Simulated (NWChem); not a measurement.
System: ZnHOBr; SMILES [OH][Zn][Br]

The following NWChem deck was run.

```
start job
memory heap 200 mb stack 900 mb global 1100 mb
geometry units angstroms noautosym nocenter noautoz
  Zn    -0.254219     0.776347     0.000000
  Br     0.257233    -1.402234     0.000000
  O     -0.804857     2.471560     0.000000
  H     -0.052966     3.093213     0.000000
end
basis spherical
  * library cc-pvtz
end
dft
  xc pbe0
  iterations 150
end
property
  efieldgrad
end
task dft property
```

Output (shortened):

```
             Northwest Computational Chemistry Package (NWChem) 7.3.0
             --------------------------------------------------------

                             Geometry "geometry" -> ""
                             -------------------------

 Output coordinates in angstroms (scale by  1.889725989 to convert to a.u.)

  No.       Tag          Charge          X              Y              Z
 ---- ---------------- ---------- -------------- -------------- --------------
    1 Zn                  30.0000    -0.25421900     0.77634700     0.00000000
    2 Br                  35.0000     0.25723300    -1.40223400     0.00000000
    3 O                    8.0000    -0.80485700     2.47156000     0.00000000
    4 H                    1.0000    -0.05296600     3.09321300     0.00000000

 Effective nuclear repulsion energy (a.u.)     371.7119255430

                              NWChem Property Module
                              ----------------------

  itol2e modified to match energy
  convergence criterion.

                                 NWChem DFT Module
                                 -----------------

 Summary of "ao basis" -> "ao basis" (spherical)
 ------------------------------------------------------------------------------
       Tag                 Description            Shells   Functions and Types
 ---------------- ------------------------------  ------  ---------------------
 Zn                         cc-pvtz                 20       68   7s6p4d2f1g
 Br                         cc-pvtz                 15       43   6s5p3d1f
 O                          cc-pvtz                 10       30   4s3p2d1f
 H                          cc-pvtz                  6       14   3s2p1d

  itol2e modified to match energy
  convergence criterion.

            General Information
            -------------------
          SCF calculation type: DFT
          Wavefunction type:  closed shell.
          No. of atoms     :     4
          No. of electrons :    74
           Alpha electrons :    37
            Beta electrons :    37
          Charge           :     0
          Spin multiplicity:     1
          Use of symmetry is: off; symmetry adaption is: off
          Maximum number of iterations: 150
          AO basis - number of functions:   155
                     number of shells:    51
          Convergence on energy requested:  1.00D-07
          Convergence on density requested:  1.00D-05
          Convergence on gradient requested:  5.00D-04

              XC Information
              --------------
                         PBE0 Method XC Functional
                     Hartree-Fock (Exact) Exchange  0.250
          PerdewBurkeErnzerhof Exchange Functional  0.750
            Perdew 1991 LDA Correlation Functional  1.000 local
           PerdewBurkeErnz. Correlation Functional  1.000 non-local

             Grid Information
             ----------------
          Grid used for XC integration:  fine
          Radial quadrature: Mura-Knowles
          Angular quadrature: Lebedev.
          Tag              B.-S. Rad. Rad. Pts. Rad. Cut. Ang. Pts.
          ---              ---------- --------- --------- ---------
          Zn                  1.35      140          10.0       974
          Br                  1.15      140          12.0       974
          O                   0.60       70          11.0       590
          H                   0.35       60          12.0       590
          Grid pruning is: on
          Number of quadrature shells:   410
          Spatial weights used:  Erf1

      Superposition of Atomic Density Guess
      -------------------------------------

 Sum of atomic energies:       -4425.57307759

      Non-variational initial energy
      ------------------------------

 Total energy =   -4425.980259
 1-e energy   =   -6912.105166
 2-e energy   =    2114.412981
 HOMO         =      -0.406425
 LUMO         =      -0.070573

   convergence    iter        energy       DeltaE   RMS-Dens  Diis-err
 ---------------- ----- ----------------- --------- --------- ---------
 d= 0,ls=0.0,diis     1  -4428.8447955115 -4.80D+03  8.90D-03  1.39D+00
 d= 0,ls=0.0,diis     2  -4428.6423863168  2.02D-01  6.22D-03  3.05D+00
 d= 0,ls=0.0,diis     3  -4428.9287518477 -2.86D-01  1.25D-03  2.24D-01
 d= 0,ls=0.0,diis     4  -4428.9459448617 -1.72D-02  5.17D-04  2.90D-02
 d= 0,ls=0.0,diis     5  -4428.9475761029 -1.63D-03  1.33D-04  2.69D-03
  Resetting Diis
 d= 0,ls=0.0,diis     6  -4428.9476265975 -5.05D-05  6.89D-05  5.27D-04
 d= 0,ls=0.0,diis     7  -4428.9476583111 -3.17D-05  3.37D-05  1.89D-05
 d= 0,ls=0.0,diis     8  -4428.9476559396  2.37D-06  1.87D-05  6.44D-05
 d= 0,ls=0.0,diis     9  -4428.9476600455 -4.11D-06  3.37D-06  8.94D-07
 d= 0,ls=0.0,diis    10  -4428.9476601178 -7.23D-08  5.95D-07  2.90D-08

         Total DFT energy =    -4428.947660117760
      One electron energy =    -6911.575036082131
           Coulomb energy =     2281.799504626161
    Exchange-Corr. energy =     -170.884054204782
 Nuclear repulsion energy =      371.711925542992

 Numeric. integr. density =       73.999999835766

                       DFT Final Molecular Orbital Analysis
                       ------------------------------------

[...]

          -----------------------
          Electric field gradient
          -----------------------

 1 a.u. = 0.324123 10**(16) esu/cm**3  ( or statvolts/cm**2 ) = 0.97174 10**(22) v/m**2

 ------------------------------------------------------------
   Atom      X         Y         Z
 ------------------------------------------------------------
    1 Zn  -0.48040   1.46708   0.00000
 ------------------------------------------------------------

 Electric field gradient in molecular frame (a.u.)
         XX             YY             ZZ             XY             XZ             YZ
 ------------------------------------------------------------------------------------------
       -1.060126       1.969980      -0.909854      -0.787251       0.000000       0.000000

 Principal components (a.u.) and orientation
 of principal axis w.r.t. absolute frame                      Asymmetry parameter eta
 --------------------------------------------------------------------------------------
        2.162308      -1.252454      -0.909854                       0.158442

       -0.237324       0.971431       0.000000
        0.971431       0.237324       0.000000
        0.000000      -0.000000       1.000000

 ------------------------------------------------------------
   Atom      X         Y         Z
 ------------------------------------------------------------
    2 Br   0.48610  -2.64984   0.00000
 ------------------------------------------------------------

 Electric field gradient in molecular frame (a.u.)
         XX             YY             ZZ             XY             XZ             YZ
 ------------------------------------------------------------------------------------------
        1.509724      -3.380296       1.870573       1.158294       0.000000      -0.000000

 Principal components (a.u.) and orientation
 of principal axis w.r.t. absolute frame                      Asymmetry parameter eta
 --------------------------------------------------------------------------------------
       -3.640784       1.870573       1.770211                       0.027566

       -0.219409       0.000000       0.975633
        0.975633      -0.000000       0.219409
        0.000000       1.000000      -0.000000

 ------------------------------------------------------------
   Atom      X         Y         Z
 ------------------------------------------------------------
    3 O   -1.52096   4.67057   0.00000
 ------------------------------------------------------------

 Electric field gradient in molecular frame (a.u.)
         XX             YY             ZZ             XY             XZ             YZ
 ------------------------------------------------------------------------------------------
       -0.404980      -0.859443       1.264423      -0.614709      -0.000000       0.000000

 Principal components (a.u.) and orientation
 of principal axis w.r.t. absolute frame                      Asymmetry parameter eta
 --------------------------------------------------------------------------------------
       -1.287575       1.264423       0.023152                       0.964038

        0.571522      -0.000000       0.820587
        0.820587       0.000000      -0.571522
        0.000000       1.000000       0.000000

 ------------------------------------------------------------
   Atom      X         Y         Z
 ------------------------------------------------------------
    4 H   -0.10009   5.84532   0.00000
 ------------------------------------------------------------

 Electric field gradient in molecular frame (a.u.)
         XX             YY             ZZ             XY             XZ             YZ
 ------------------------------------------------------------------------------------------
       -0.170665      -0.066994       0.237659      -0.325566       0.000000       0.000000

 Principal components (a.u.) and orientation
 of principal axis w.r.t. absolute frame                      Asymmetry parameter eta
 --------------------------------------------------------------------------------------
       -0.448496       0.237659       0.210837                       0.059805

        0.760669      -0.000000      -0.649139
        0.649139       0.000000       0.760669
       -0.000000       1.000000      -0.000000
```

Level: PBE0/cc-pVTZ. Coordinates come from a PBE-D3(BJ)/def2-SVP optimisation. NWChem prints the field gradient with the sign opposite to the second derivative of the potential.
